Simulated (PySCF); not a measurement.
PySCF input for germylsilane (GeH₆Si), SMILES [SiH3][GeH3], TDA-LC-ωPBE/def2-SVPD. Coordinates come from a PBE0-D3(BJ)/def2-TZVP optimisation.

```python
import numpy as np
from pyscf import gto, scf, dft, tdscf

mol = gto.M(
    atom='''
    Si    0.00000000    0.00000000    1.60200750
    Ge   -0.00000000    0.00000000   -0.77558276
    H     1.20902332    0.69802994    2.11318477
    H    -1.20902333    0.69802994    2.11318476
    H    -0.00000001   -1.39605988    2.11318477
    H     1.24668791   -0.71977560   -1.31633697
    H    -1.24668790   -0.71977560   -1.31633698
    H     0.00000000    1.43955120   -1.31633697
    ''',
    basis='def2-SVPD',
    charge=0,
    spin=0,
    symmetry=True,
    max_memory=1600,
    verbose=4,
)
mf = dft.RKS(mol, xc='lc_wpbe').density_fit(auxbasis='def2-universal-jkfit')
mf.grids.level = 3
mf.conv_tol = 1e-9
mf.max_cycle = 100
mf.kernel()
mf.grids = dft.Grids(mol).set(level=1).build(with_non0tab=True)  # coarser grid for the response kernel
td = tdscf.TDA(mf)
td.singlet = True
td.nstates = 10
td.conv_tol = 1e-4
td.kernel(x0=td.get_init_guess(mf, 15))
td.analyze()
tt = tdscf.TDA(mf)
tt.singlet = False
tt.nstates = 4
tt.conv_tol = 1e-4
tt.kernel(x0=tt.get_init_guess(mf, 9))
tt.analyze(verbose=3)
```

It prints:

```
PySCF version 2.14.0

[INPUT] verbose = 4
[INPUT] num. atoms = 8
[INPUT] num. electrons = 52
[INPUT] charge = 0
[INPUT] spin (= nelec alpha-beta = 2S) = 0
[INPUT] symmetry True subgroup None
[INPUT] Mole.unit = angstrom
[INPUT] Symbol           X                Y                Z      unit          X                Y                Z       unit  Magmom
[INPUT]  1 Si     0.000000000000   0.000000000000   1.602007500000 AA    0.000000000000   0.000000000000   3.027355424499 Bohr   0.0
[INPUT]  2 Ge     0.000000000000   0.000000000000  -0.775582760000 AA    0.000000000000   0.000000000000  -1.465639003334 Bohr   0.0
[INPUT]  3 H      1.209023320000   0.698029940000   2.113184770000 AA    2.284722953012   1.319085413347   3.993340465902 Bohr   0.0
[INPUT]  4 H     -1.209023330000   0.698029940000   2.113184760000 AA   -2.284722971910   1.319085413347   3.993340447005 Bohr   0.0
[INPUT]  5 H     -0.000000010000  -1.396059880000   2.113184770000 AA   -0.000000018897  -2.638170826693   3.993340465902 Bohr   0.0
[INPUT]  6 H      1.246687910000  -0.719775600000  -1.316336970000 AA    2.355898712706  -1.360178755144  -2.487516360940 Bohr   0.0
[INPUT]  7 H     -1.246687900000  -0.719775600000  -1.316336980000 AA   -2.355898693809  -1.360178755144  -2.487516379837 Bohr   0.0
[INPUT]  8 H      0.000000000000   1.439551200000  -1.316336970000 AA    0.000000000000   2.720357510289  -2.487516360940 Bohr   0.0

nuclear repulsion = 172.865062113207
point group symmetry = C3v, use subgroup Cs
symmetry origin: [-3.63408867e-10  0.00000000e+00  2.18045325e-09]
symmetry axis x: [-1.22051791e-10  1.00000000e+00 -3.21038143e-12]
symmetry axis y: [-4.55699867e-10  3.21038138e-12  1.00000000e+00]
symmetry axis z: [1.00000000e+00 1.22051791e-10 4.55699867e-10]
num. orbitals of irrep A' = 71
num. orbitals of irrep A" = 39
number of shells = 48
number of NR pGTOs = 182
number of NR cGTOs = 110
basis = def2-SVPD
ecp = {}


[settings echo left out]
init E= -2368.40373042743
HOMO (A') = -0.32298687539346  LUMO (A') = 0.0303308385493795  gap/eV = 9.61426
cycle= 1 E= -2369.35054081762  delta_E= -0.947  |g|= 0.407  |ddm|= 2.61
HOMO (A') = -0.424536686636953  LUMO (A') = 0.0524465466655992  gap/eV = 12.97937
cycle= 2 E= -2369.36356876279  delta_E= -0.013  |g|= 0.363  |ddm|= 0.497
HOMO (A') = -0.404482369202501  LUMO (A') = 0.0612545405775773  gap/eV = 12.67335
cycle= 3 E= -2369.37554208898  delta_E= -0.012  |g|= 0.0237  |ddm|= 0.243
HOMO (A') = -0.397235540063808  LUMO (A') = 0.0648043611411224  gap/eV = 12.57275
cycle= 4 E= -2369.37584976797  delta_E= -0.000308  |g|= 0.00681  |ddm|= 0.117
HOMO (A') = -0.399811196816402  LUMO (A') = 0.0645142459103103  gap/eV = 12.63494
cycle= 5 E= -2369.37587132971  delta_E= -2.16e-05  |g|= 0.00101  |ddm|= 0.0267
HOMO (A') = -0.399928959468864  LUMO (A') = 0.0644455902583849  gap/eV = 12.63628
cycle= 6 E= -2369.37587234373  delta_E= -1.01e-06  |g|= 0.000304  |ddm|= 0.00598
HOMO (A') = -0.399942197771705  LUMO (A') = 0.06445502067784  gap/eV = 12.63689
cycle= 7 E= -2369.37587261012  delta_E= -2.66e-07  |g|= 5.37e-05  |ddm|= 0.00107
HOMO (A') = -0.399943569298251  LUMO (A') = 0.0644524993523286  gap/eV = 12.63686
cycle= 8 E= -2369.3758726123  delta_E= -2.18e-09  |g|= 7.39e-06  |ddm|= 0.000226
HOMO (A') = -0.399942649673261  LUMO (A') = 0.0644525565237051  gap/eV = 12.63684
cycle= 9 E= -2369.37587261235  delta_E= -4.91e-11  |g|= 1.73e-06  |ddm|= 3.45e-05
HOMO (A') = -0.399942942266228  LUMO (A') = 0.0644524589874105  gap/eV = 12.63684
Extra cycle  E= -2369.37587261234  delta_E= 3.64e-12  |g|= 1.04e-06  |ddm|= 7.16e-06
converged SCF energy = -2369.37587261234
tot grids = 28664


******** <class 'pyscf.tdscf.rks.TDA'> for <class 'pyscf.df.df_jk.DFSymAdaptedRKS'> ********
nstates = 10 singlet
deg_eia_thresh = 1.000e-03
wfnsym = None
conv_tol = 0.0001
eigh lindep = 1e-12
eigh level_shift = 0
eigh max_cycle = 100


Excitation energies (eV)
[7.92960612 7.92975321 8.05448426 8.47677824 8.72367845 8.72368697
 9.1058058  9.10584637 9.11439352 9.34021828]

** Singlet excitation energies and oscillator strengths **
Excited State   1:   A"      7.92961 eV    156.36 nm  f=0.0310
      26 -> 29        0.66139
Excited State   2:   A'      7.92975 eV    156.35 nm  f=0.0310
      26 -> 30       -0.66139
Excited State   3:   A'      8.05448 eV    153.93 nm  f=0.1729
      26 -> 27        0.64735
      26 -> 28        0.20625
      26 -> 33       -0.14231
Excited State   4:   A'      8.47678 eV    146.26 nm  f=0.6521
      26 -> 27        0.19158
      26 -> 28       -0.64140
      26 -> 39        0.12304
Excited State   5:   A'      8.72368 eV    142.12 nm  f=0.0005
      26 -> 32        0.68784
Excited State   6:   A"      8.72369 eV    142.12 nm  f=0.0005
      26 -> 31       -0.68784
Excited State   7:   A"      9.10581 eV    136.16 nm  f=0.1022
      22 -> 33       -0.15331
      24 -> 27       -0.64927
Excited State   8:   A'      9.10585 eV    136.16 nm  f=0.1022
      23 -> 33        0.15331
      25 -> 27       -0.64927
Excited State   9:   A"      9.11439 eV    136.03 nm  f=0.0000
      22 -> 32       -0.17555
      23 -> 31       -0.17564
      24 -> 30        0.45050
      25 -> 29       -0.45070
Excited State  10:   A"      9.34022 eV    132.74 nm  f=0.0150
      22 -> 27        0.14599
      22 -> 33       -0.10631
      22 -> 34       -0.11663
      24 -> 28        0.47439
      24 -> 30       -0.26576
      24 -> 34       -0.23676
      25 -> 29       -0.26580

** Transition electric dipole moments (AU) **
state          X           Y           Z        Dip. S.      Osc.
  1        -0.3992     -0.0000     -0.0000      0.1594      0.0310
  2        -0.0000      0.3992      0.0000      0.1594      0.0310
  3        -0.0000     -0.0000     -0.9359      0.8760      0.1729
  4         0.0000     -0.0000     -1.7720      3.1401      0.6521
  5         0.0000      0.0463     -0.0001      0.0021      0.0005
  6        -0.0463     -0.0000      0.0000      0.0021      0.0005
  7         0.6769     -0.0000      0.0000      0.4582      0.1022
  8        -0.0000      0.6769      0.0000      0.4583      0.1022
  9         0.0016      0.0000      0.0000      0.0000      0.0000
 10         0.2564      0.0000      0.0000      0.0657      0.0150

** Transition velocity dipole moments (imaginary part, AU) **
state          X           Y           Z        Dip. S.      Osc.
  1        -0.0290     -0.0000      0.0000      0.0008      0.0019
  2        -0.0000      0.0290      0.0000      0.0008      0.0019
  3        -0.0000     -0.0000     -0.2532      0.0641      0.1443
  4         0.0000     -0.0000     -0.4894      0.2395      0.5125
  5         0.0000      0.0097     -0.0000      0.0001      0.0002
  6        -0.0097     -0.0000     -0.0000      0.0001      0.0002
  7         0.2296     -0.0000      0.0000      0.0527      0.1050
  8        -0.0000      0.2296      0.0000      0.0527      0.1050
  9         0.0005      0.0000      0.0000      0.0000      0.0000
 10         0.0691      0.0000      0.0000      0.0048      0.0093

** Transition magnetic dipole moments (imaginary part, AU) **
state          X           Y           Z
  1        -0.0000     -0.1098      0.0000
  2        -0.1098      0.0000      0.0000
  3         0.0001     -0.0000      0.0000
  4        -0.0001     -0.0000      0.0000
  5         0.7062     -0.0000     -0.0000
  6         0.0000      0.7060     -0.0002
  7        -0.0000      1.2226     -0.0002
  8        -1.2223      0.0000     -0.0000
  9         0.0000      0.0029      0.1758
 10         0.0000     -1.2563      0.0002


******** <class 'pyscf.tdscf.rks.TDA'> for <class 'pyscf.df.df_jk.DFSymAdaptedRKS'> ********
nstates = 4 triplet
deg_eia_thresh = 1.000e-03
wfnsym = None
conv_tol = 0.0001
eigh lindep = 1e-12
eigh level_shift = 0
eigh max_cycle = 100


Excitation energies (eV)
[6.86021822 6.86023225 7.01481433 7.71310838]

** Triplet excitation energies and oscillator strengths **
Excited State   1:   A"      6.86022 eV    180.73 nm  f=0.0000
Excited State   2:   A'      6.86023 eV    180.73 nm  f=0.0000
Excited State   3:   A'      7.01481 eV    176.75 nm  f=0.0000
Excited State   4:   A'      7.71311 eV    160.74 nm  f=0.0000
```

Self-consistency was reached.

Cost: about 70 core-seconds (a rough figure).
